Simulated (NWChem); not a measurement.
BSiH₅; SMILES B[SiH3]

All runs: NWChem. Level B3LYP/def2-SVP: optimisations from one semi-empirical or force-field start; each run changes one setting, and all end within 0.3 mHa of each other.

**Question.** Which setting needs the most optimisation steps, or fails (no line search; trust radius 0.05; Cartesian coordinates; redundant internal coordinates, default thresholds)?

**Answer.** trust radius 0.05, with 33 against 22 for the defaults.
```
setting                                             optimisation steps
--------------------------------------------------  ------------------
redundant internal coordinates, default thresholds                  22
trust radius 0.05                                                   33
Cartesian coordinates                                               10
no line search                                                      21
```
